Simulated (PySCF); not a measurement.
Ligands exchanged one at a time, Ga H-F. All species are isolated molecules in the gas phase. Strings in code marks are SMILES.

The dipole moment from two functionals at the same geometries (PBE0-D3(BJ)/def2-TZVP), both in PySCF: PBE-D3(BJ)/def2-TZVP and PBE0-D3(BJ)/def2-TZVP. 

```csv
species,PBE-D3(BJ)/def2-TZVP (D),PBE0-D3(BJ)/def2-TZVP (D)
0 of 3 H replaced by F (`[GaH3]`),0.00,0.00
1 of 3 H replaced by F (`[F][GaH2]`),2.06,2.23
2 of 3 H replaced by F (`[F][GaH][F]`),2.37,2.53
3 of 3 H replaced by F (`[F][Ga]([F])[F]`),0.00,0.00
```

Over these rows, drawn at random from the members with no instability flagged (it was tested for open shells, ions and some series alone), PBE minus PBE0-D3(BJ): mean -0.08 D, from -0.17 D to 0.00 D.
